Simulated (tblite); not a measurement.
Species: C₅H₁₀BN.
Numbering: `[CH:1]#[N+:2][B@@H-:3]([CH3:4])[CH:5]1[CH2:6][CH2:7]1` (hydrogens: H8 on C1; H9 on B3; H10, H11, H12 on C4; H13 on C5; H14, H15 on C6; H16, H17 on C7)
Bond orders are those of one Lewis drawing.

Computed with GFN2-xTB (tblite), gas phase: L-BFGS steps from a force-field or distance-geometry start until the largest atomic force falls under 0.01 eV/Å.

Step 73: E = -540.8001 eV
```
atom  x, y, z in Å  |  force x, y, z in eV/Å
C1      2.5991    1.2178   -0.1981    0.033   0.018  -0.005
N2      1.7140    0.5067   -0.3711   -0.048  -0.038   0.000
B3      0.5407   -0.3565   -0.4143   -0.008   0.004  -0.001
C4      0.9799   -1.7801    0.2665    0.010   0.014   0.013
C5     -0.5493    0.4402    0.4954   -0.012  -0.001   0.010
C6     -1.9874    0.0092    0.5361   -0.005   0.012   0.007
C7     -1.6144    1.3094   -0.1069    0.009   0.002   0.006
H8      3.4065    1.8758   -0.0452   -0.004  -0.017  -0.016
H9      0.2334   -0.4599   -1.5584   -0.026   0.004   0.004
H10     1.4068   -1.6407    1.2570    0.002  -0.017   0.008
H11     1.7009   -2.3257   -0.3369    0.035   0.020  -0.008
H12     0.1029   -2.4105    0.3735   -0.019  -0.009   0.010
H13    -0.1673    0.7953    1.4491   -0.006  -0.003   0.016
H14    -2.5069    0.0357    1.4839    0.002  -0.002   0.006
H15    -2.3065   -0.8025   -0.0998    0.044   0.013  -0.033
H16    -1.6757    1.3664   -1.1834    0.010   0.023   0.000
H17    -1.8839    2.2313    0.3911   -0.017  -0.023  -0.015
```

Step 74: E = -540.8004 eV
```
atom  x, y, z in Å  |  force x, y, z in eV/Å
C1      2.5953    1.2204   -0.2017    0.007  -0.007  -0.010
N2      1.7112    0.5069   -0.3704   -0.033  -0.024   0.003
B3      0.5401   -0.3590   -0.4119   -0.023  -0.002   0.006
C4      0.9832   -1.7814    0.2684    0.016   0.009   0.006
C5     -0.5521    0.4349    0.4983   -0.016   0.014   0.006
C6     -1.9932    0.0118    0.5317    0.019   0.003   0.009
C7     -1.6102    1.3123   -0.1044    0.005  -0.020   0.000
H8      3.4027    1.8789   -0.0534    0.007  -0.006  -0.013
H9      0.2334   -0.4645   -1.5556   -0.032   0.008  -0.003
H10     1.4164   -1.6394    1.2559   -0.003  -0.022   0.015
H11     1.7027   -2.3254   -0.3386    0.030   0.017  -0.004
H12     0.1081   -2.4142    0.3807   -0.006   0.004   0.010
H13    -0.1707    0.7850    1.4540   -0.011  -0.007   0.023
H14    -2.5149    0.0376    1.4782   -0.001   0.001   0.012
H15    -2.3145   -0.7978   -0.1062    0.049   0.025  -0.038
H16    -1.6652    1.3721   -1.1809    0.004   0.028  -0.013
H17    -1.8793    2.2338    0.3944   -0.011  -0.020  -0.009
```

Step 75: E = -540.8008 eV
```
atom  x, y, z in Å  |  force x, y, z in eV/Å
C1      2.5925    1.2214   -0.2058    0.005  -0.007  -0.008
N2      1.7079    0.5071   -0.3687   -0.021  -0.014   0.000
B3      0.5391   -0.3610   -0.4091   -0.039  -0.009   0.011
C4      0.9866   -1.7822    0.2704    0.013  -0.004  -0.005
C5     -0.5553    0.4301    0.5014    0.013   0.020   0.014
C6     -1.9984    0.0141    0.5280    0.017  -0.023   0.017
C7     -1.6066    1.3144   -0.1021   -0.009  -0.009  -0.023
H8      3.4004    1.8806   -0.0625    0.003  -0.008  -0.013
H9      0.2336   -0.4684   -1.5529   -0.038   0.012  -0.007
H10     1.4242   -1.6378    1.2553   -0.005  -0.028   0.023
H11     1.7055   -2.3235   -0.3403    0.019   0.015   0.006
H12     0.1129   -2.4175    0.3865    0.017   0.017   0.008
H13    -0.1745    0.7754    1.4592   -0.017  -0.010   0.024
H14    -2.5229    0.0394    1.4730    0.000   0.002   0.008
H15    -2.3209   -0.7931   -0.1126    0.049   0.031  -0.038
H16    -1.6553    1.3777   -1.1786   -0.001   0.028  -0.015
H17    -1.8758    2.2352    0.3974   -0.006  -0.012  -0.001
```

**Question.** Estimate the geometry and energy of step 76. (The exact step hangs on the optimiser's Hessian estimate; all steps are aligned on step 75, rigid shifts and turns removed.)

**Answer.** E = -540.8014 eV, largest force 0.068 eV/Å
```
atom  x, y, z in Å  |  force x, y, z in eV/Å
C1      2.5873    1.2237   -0.2125   -0.026  -0.034  -0.011
N2      1.7024    0.5073   -0.3662    0.012   0.013  -0.004
B3      0.5369   -0.3646   -0.4042   -0.046  -0.015   0.014
C4      0.9927   -1.7839    0.2739    0.010  -0.014  -0.015
C5     -0.5600    0.4230    0.5063    0.023   0.026   0.015
C6     -2.0064    0.0176    0.5219    0.032  -0.031   0.012
C7     -1.6007    1.3182   -0.0988   -0.018  -0.018  -0.029
H8      3.3959    1.8835   -0.0772    0.006  -0.003  -0.011
H9      0.2323   -0.4742   -1.5481   -0.043   0.014  -0.008
H10     1.4377   -1.6372    1.2550   -0.008  -0.030   0.027
H11     1.7102   -2.3211   -0.3429    0.002   0.012   0.019
H12     0.1216   -2.4226    0.3967    0.040   0.028   0.003
H13    -0.1810    0.7591    1.4682   -0.026  -0.007   0.024
H14    -2.5351    0.0419    1.4647   -0.002   0.002   0.000
H15    -2.3309   -0.7842   -0.1247    0.049   0.033  -0.034
H16    -1.6406    1.3875   -1.1754   -0.005   0.024  -0.018
H17    -1.8695    2.2378    0.4019    0.000   0.003   0.015
```

The energy changes by -0.0006 eV. The first-order estimate −F·Δx gives -0.0008 eV and the mean of the old and new forces, exact on a quadratic surface, -0.0006 eV. The step makes an angle of 83° with the force vector and moves no atom by more than 0.020 Å.

What follows is the cost of the whole relaxation. On one thread, Arm Neoverse N1 (aarch64), no GPU, shared host, this took 1.0 s of wall time.
